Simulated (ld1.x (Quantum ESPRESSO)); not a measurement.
What one change does to a pseudopotential (chlorine (Cl), TM)

ld1.x (Quantum ESPRESSO) 7.5 input, shortened:

```
&input
   title='Cl', zed=17., rel=1, dft='PW91', iswitch=3,
   config='[Ne] 3s2 3p5'
 /
 &inputp
   pseudotype=2, tm=.true., lloc=1,
   nlcc=.false.
 /
2
3S  1  0   2.00   0.00  0.95  0.95  0.0
3P  2  1   5.00   0.00  1.45  1.45  0.0
 &test
   configts(1)='3s2 3p5'
 /
```

All-electron outer shells of the reference configuration (PW91, scalar-relativistic, ld1.x):

```json
{"shell": "2s", "level (eV)": "-252.79", "outermost node (bohr)": "0.12", "outermost maximum (bohr)": "0.36"}
{"shell": "2p", "level (eV)": "-191.85", "outermost node (bohr)": "–", "outermost maximum (bohr)": "0.30"}
{"shell": "3s", "level (eV)": "-20.74", "outermost node (bohr)": "0.55", "outermost maximum (bohr)": "1.27"}
{"shell": "3p", "level (eV)": "-8.65", "outermost node (bohr)": "0.53", "outermost maximum (bohr)": "1.43"}
```

Change: wave 3p (bound): rc 1.45 bohr becomes 3p (bound): rc 1.82 bohr.

Cutoffs: the cutoffs (Ry, on a coarse ladder) from which the occupation-weighted sum of valence levels, in a spherical-Bessel basis at the reference potential, stays within 10 and 1 mRy of its value at 400 Ry; they do not see the model core or the augmentation charge, which bear on the density cutoff. Errors are all-electron minus pseudo energies relative to the spin-unpolarised reference configuration.

**Question.** How do hardness, ghosts and transferability respond?

**Answer.** The potential gets neither clearly harder nor softer (140 Ry and 260 Ry → 140 Ry and 260 Ry); of the 7 tests that both files solve, the error grows in 2 and shrinks in 0 by more than 15 % and 0.3 meV (median size 24.6 → 26.3 meV); neither file shows a bound ghost.

| quantity | base | changed |
| --- | --- | --- |
| cutoff, loose | 140 Ry | 140 Ry |
| cutoff, tight | 260 Ry | 260 Ry |
| bound ghosts | none | none |
| error for 3s2 3p4, meV [ΔE 13.93 eV] | +3.2 | +3.9 |
| error for 3s2 3p3, meV [ΔE 39.44 eV] | +28 | +29 |
| error for 3s2 3p2, meV [ΔE 77.83 eV] | +105 | +105 |
| error for 3s1 3p5, meV [ΔE 26.64 eV] | +22 | +26 |
| error for 3s2 3p5.3, meV [ΔE -2.15 eV] | +0.4 | +0.5 |
| error for 3s1 3p6, meV [ΔE 12.15 eV] | +25 | +26 |
| error for 3s2 3p1, meV [ΔE 130.17 eV] | +294 | +279 |
